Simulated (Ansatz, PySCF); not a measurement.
C3HBrCl2, SMILES BrC=C=C(Cl)Cl.

Coordinates come from a TPSSh-D3(BJ)/def2-SVP optimisation. The structure was generated by enumeration, and PubChem lists no compound with its InChIKey, so it may never have been made.

Vertical ionisation energy (IE) and electron affinity (EA) in eV. Rows of orbital energies are one-electron estimates. Where ΔSCF, EOM or ADC give a negative EA the extra electron is unbound and the value depends on the basis.

| level | IE | EA |
|---|---|---|
| −ε(HOMO), −ε(LUMO), HF/def2-TZVP (PySCF) | 10.32 | -2.19 |
| −ε(HOMO), −ε(LUMO), PBE/def2-TZVP (PySCF) | 6.56 | 2.48 |
| ΔSCF, CAM-B3LYP/def2-SVPD (Ansatz), final states of multiplicity 2 and 2 | 9.78 | 0.05 |
| ΔSCF, PBE/def2-SVPD (Ansatz), final states of multiplicity 2 and 2 | 9.34 | 0.17 |

Q: What vertical singlet–triplet gap does ΔSCF give with CAM-B3LYP/def2-SVPD (Ansatz, a program for electronic structure) and with PBE/def2-SVPD (Ansatz)? (An estimate is asked for; the answer gives what the named calculation found.)

A: 3.76 and 3.60 eV (triplet above singlet where positive).
